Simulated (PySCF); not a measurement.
Molecule: SMILES N#C[SiH2]C=O, C₂H₃NOSi.

Molfile (atoms numbered from 1):
```
C2H3NOSi
     RDKit          3D

  8  7  0  0  0  0  0  0  0  0999 V2000
    2.4050    0.6116   -1.3223 N   0  0  0  0  0  0  0  0  0  0  0  0
    1.5540    0.0987   -0.7242 C   0  0  0  0  0  0  0  0  0  0  0  0
    0.1413   -0.6396    0.2282 Si  0  0  0  0  0  4  0  0  0  0  0  0
   -1.3053    0.6449    0.2592 C   0  0  0  0  0  0  0  0  0  0  0  0
   -2.3162    0.3661    0.8488 O   0  0  0  0  0  0  0  0  0  0  0  0
   -0.3021   -1.8806   -0.4597 H   0  0  0  0  0  0  0  0  0  0  0  0
    0.5982   -0.9179    1.6146 H   0  0  0  0  0  0  0  0  0  0  0  0
   -1.1934    1.6307   -0.2678 H   0  0  0  0  0  0  0  0  0  0  0  0
  1  2  3  0
  2  3  1  0
  3  4  1  0
  4  5  2  0
  3  6  1  0
  3  7  1  0
  4  8  1  0
M  END
```

Geometry PBE0-D3(BJ)/def2-SVP throughout; GIAO in PySCF 2.14.0 with density-fitted response routines, gas phase, one conformer, non-relativistic; equivalent atoms averaged; functional PBE0.

For orientation, def2-TZVP gives these shifts δ (against NH3, TMS, H2O at the same level): N1 368.8, C4 236.8, C2 122.3, Si3 -104.8, O5 923.8, H8 12.25, H6/H7 4.37 ppm.

A run gave: N1 368.4, C4 234.6, C2 120.7, Si3 -96.4, O5 923.4, H8 12.20, H6/H7 4.13 ppm (shifts δ (against NH3, TMS, H2O at the same level)).

Task: Which basis set was used in that run?
A. cc-pVDZ
B. IGLO-III
C. cc-pVTZ
D. 6-311+G(2d,p)

Result: C. O5 tells them apart best: cc-pVTZ gives 923.4, cc-pVDZ gives 900.5, 6-311+G(2d,p) gives 903.3, IGLO-III gives 929.6 ppm.
